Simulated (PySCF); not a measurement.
**B: excitation energy**

B [He] 2s2 2p1 (2P) → B [He] 2s1 2p2 (4P), as a difference of total energies. Computed with PySCF 2.14 in aug-cc-pwCVDZ (5s4p2d, 27 functions), with no relativity, point nucleus. Correlated levels: valence: 1s2 frozen. The calculations carry no spin-orbit coupling.

| method | excitation energy (eV) |
| --- | --- |
| UHF | 2.229 |
| MP2 (valence) | 3.034 |
| SCS-MP2 (valence) | 3.345 |
| CCSD (valence) | 3.523 |
| CCSD(T) (valence) | 3.547 |
| CCSDT (valence) | 3.558 |
| FCI (valence) | 3.558 |

Problem. How much does correlation contribute at CCSD(T) (valence)?

Solution. 3.547 − (2.229) = 1.318 eV, measured against UHF.
